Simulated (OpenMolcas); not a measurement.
## Re2+: moving or changing the point charges

Re2+ among 6 point charges of -1.7 e arranged as an octahedron (Oh), 1.92 Å from the ion.
```
   1.9200    0.0000    0.0000  -1.70
   0.0000    1.9200    0.0000  -1.70
  -1.9200    0.0000    0.0000  -1.70
   0.0000   -1.9200    0.0000  -1.70
   0.0000    0.0000    1.9200  -1.70
   0.0000    0.0000   -1.9200  -1.70
```

```json
{"Program": "OpenMolcas 26.06", "Method": "SS-CASPT2, IPEA 0.25 Eh, imaginary shift 0.1 Eh (closed shells correlated: 5s 5p)", "Basis": "ANO-RCC-VDZP [7s6p4d2f1g]", "Scalar Hamiltonian": "DKH2, point nucleus", "Active space": "5 electrons in 5 orbitals (5d)", "State averaging": "2S+1 = 6 even, 1 root; 2S+1 = 4 even, 24 roots; 2S+1 = 2 even, 75 roots", "Spin-orbit coupling": "state interaction with AMFI integrals over the reference wave functions"}
```

Runs around this geometry, states (labels of O, the rotations of Oh). Energies in cm-1 above the lowest state or level, χT in cm3 K/mol; under a threefold ground state the first gap can be a small split of the lowest multiplet, not the spin-orbit step; 10Dq and B are least-squares fits to the states below 45000 cm-1, weighted by degeneracy, with a free offset, and given where the rms deviation is under 5 % of |10Dq| (or 100 cm-1) and under 700 cm-1.

| R (Å) | q (e) | Ground state | First state of that spin | 10Dq | B (rms of fit) | First gap with spin-orbit (degeneracies) | χT at 300 K | First state of another spin |
| --- | --- | --- | --- | --- | --- | --- | --- | --- |
| 1.92 | -1.1 | 6A1 |  | 13371 | 612 (645) | 700 (2, 4) | 2.339 | 2T2 8050 |
| 1.92 | -1.7 | 2T2 | 2A2 16500 | 20811 | 587 (647) | 4880 (2, 4) | 0.613 | 6A1 7290 |
| 2.11 | -1.7 | 6A1 |  |  |  | 1040 (2, 4) | 1.694 | 2T2 6470 |

Scaling the charges by -1.1 / -1.7 = 0.65 scales |10Dq| by 13371 / 20811 = 0.64; with fixed orbitals a first-order splitting would follow the charge.

The ground state changes within this set.

Roots that are degenerate in the reference are averaged as groups; the widest CASPT2 spread within a group is 510 cm-1 (the 4-fold group of multiplicity 2 near 48300 cm-1 above the lowest state of its run, R = 2.11, q = -1.7). Shifts and gaps below about the spread of the groups concerned are not significant. Free-ion shares, where given, are those of the reference states; single-state CASPT2 does not remix them. Spin-orbit coupling mixes the spin-free states strongly: the lowest level takes only 60 % from its leading state, 6A1 (figures for R = 1.92, q = -1.1; the like holds for R = 2.11, q = -1.7). This shell can be high or low spin here, a state of another spin lies low, and with metal d orbitals alone active their balance is uncertain, so the ground spin may be wrong (holds for R = 1.92, q = -1.1; R = 2.11, q = -1.7). Point charges give a weaker field than real ligands, and real ions of this kind are as a rule low spin; the high spin found here belongs to the model (holds for R = 1.92, q = -1.1; R = 2.11, q = -1.7). An orbital triplet at a regular site is open to Jahn-Teller coupling, which can distort the site and quench the lowest spin-orbit gaps and is left out (holds for R = 1.92, q = -1.7). This shell can be high or low spin here, a state of another spin lies low, and with metal d orbitals alone active their balance is uncertain, so the ground spin may be wrong, although the usual error favours high spin (holds for R = 1.92, q = -1.7). Point charges carry no covalency, so the field is a model and not that of real ligands. No measured value stands beside these numbers.
